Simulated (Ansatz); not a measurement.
Species: H$_{2}$BSO, charge 0, doublet. H2BSO (SMILES [B](S)O, doublet).
B3LYP-D3(BJ)/def2-TZVP minimum from Ansatz (an electronic-structure program):
```
B
O 1 1.3426
H 2 0.9622 1 114.93
S 1 1.8027 2 122.07 3 -180.00
H 4 1.3417 1 95.69 2 180.00
```
Charge 0, spin multiplicity 2.

Total energies in hartree (Ansatz). Radicals and triplets start from unrestricted determinants; spin-orbit coupling is neglected. Correlated methods leave the cores frozen. No relativity. Where a partner has so few electrons that a lower coupled-cluster level is exact, that level stands in.

| species | HF/cc-pV(T+d)Z | CCSD(T)/cc-pV(T+d)Z | HF/cc-pV(Q+d)Z | CCSD(T)/cc-pV(Q+d)Z | CCSD(T)/cc-pV(D+d)Z | CCSDT(Q)/cc-pV(D+d)Z |
|---|---|---|---|---|---|---|
| 1: H2BSO (SMILES O[B]S, doublet) | -498.32400 | -498.86262 | -498.33548 | -498.91157 | -498.70023 | -498.70227 |
| 2: B (doublet) | -24.53207 | -24.59810 | -24.53297 | -24.60084 | -24.58941 | -24.58977 |
| 3: O (triplet) | -74.81176 | -74.97396 | -74.81729 | -74.99357 | -74.90995 | -74.91013 |
| 4: H (doublet) | -0.49981 | -0.49981 | -0.49995 | -0.49995 | -0.49928 | -0.49928 |
| 5: S (triplet) | -397.50938 | -397.65444 | -397.51264 | -397.66785 | -397.60412 | -397.60456 |

Question: Work out the atomisation energy (electronic, to ground-state atoms) in kJ/mol: take Hartree-Fock from cc-pV(Q+d)Z, extrapolate the CCSD(T) correlation energy as X^-3 (X = 3, 4), and add CCSDT(Q) - CCSD(T) in cc-pV(D+d)Z. 1 hartree = 2625.5 kJ/mol.

Answer: 
Species 1: correlation (64·(-0.57609) - 27·(-0.53862))/37 = -0.60343; step -0.00204; E1 = -498.33548 + (-0.60343) + (-0.00204) = -498.94095
Species 2: correlation (64·(-0.06787) - 27·(-0.06603))/37 = -0.06921; step -0.00036; E2 = -24.53297 + (-0.06921) + (-0.00036) = -24.60254
Species 3: correlation (64·(-0.17628) - 27·(-0.16220))/37 = -0.18655; step -0.00018; E3 = -74.81729 + (-0.18655) + (-0.00018) = -75.00402
Species 4: correlation (64·(0.00000) - 27·(0.00000))/37 = 0.00000; step +0.00000; E4 = -0.49995 + (0.00000) + (+0.00000) = -0.49995
Species 5: correlation (64·(-0.15521) - 27·(-0.14506))/37 = -0.16262; step -0.00044; E5 = -397.51264 + (-0.16262) + (-0.00044) = -397.67570
-1·E1 +1·E2 +1·E3 +2·E4 +1·E5 = 0.65879 hartree = 1729.7 kJ/mol.
